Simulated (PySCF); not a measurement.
# HMoO2: from structure and modes to constants

Computed with UPBE0/[Mo def2-TZVP with ECP28, O def2-TZVP, H def2-TZVP], scalar-relativistic core potentials, density fitting, no spin–orbit coupling, PySCF.

The doublet minimum has Cs symmetry. Masses (u): Mo 97.90541, O 15.99492, H 1.00782.

```xyz
4
charge 0 multiplicity 2, angstrom
Mo    0.1679    0.0000   -0.1475
O    -0.5703    1.3821    0.4388
O    -0.5703   -1.3821    0.4388
H     1.7819    0.0000    0.4337
```

Harmonic wavenumbers (cm⁻¹): 339.6 (a', ×1), 475.8 (a', ×1), 651.5 (a'', ×1), 1017.7 (a'', ×1), 1067.5 (a', ×1), 1927.9 (a', ×1).

Problem. Find the principal moments of inertia and the rotational constants. What kind of rotor is it?

Solution. About the centre of mass I = 24.84, 63.107, 83.954 u Å². With B = 16.8576/I this gives 0.6786, 0.2671, 0.2008 cm⁻¹. The molecule is an asymmetric top with κ = -0.72.

Problem. What is the harmonic zero-point energy?

Solution. Half the sum of all 6 wavenumbers, 5480/2 = 2740 cm⁻¹, which is 32.8 kJ/mol (1 cm⁻¹ = 0.0119627 kJ/mol).

Problem. Find the vibrational entropy and heat capacity at 298.15 K.

Solution. With u = 1.43878 ω/T, each mode gives S = R[u/(eᵘ−1) − ln(1−e⁻ᵘ)] and C = R u² eᵘ/(eᵘ−1)².
```
ω (cm⁻¹)      u  S (J/(mol K))  C (J/(mol K))
   339.6  1.639           5.08           6.68
   475.8  2.296           3.02           5.45
   651.5  3.144           1.54           3.87
  1017.7  4.911           0.36           1.50
  1067.5  5.151           0.30           1.29
  1927.9  9.304           0.01           0.07
```
The sums over all modes are S = 10.3 and C = 18.9 J/(mol K); the softest mode gives 49 % of the entropy.

Problem. Give the standard entropy (298.15 K, 1 bar) by its translational, rotational, vibrational and spin parts, and Cp.

Solution. Sackur–Tetrode with M = 130.90 u gives 169.6; rotation with symmetry number 1 gives 97.5; vibration 10.3; spin R ln 2 = 5.8. The total is 283.2 J/(mol K), and Cp = 4 R + 18.9 = 52.1 J/(mol K).

Other isomers or separated fragments may lie lower. With open d or f shells other occupations or spin states may lie lower.
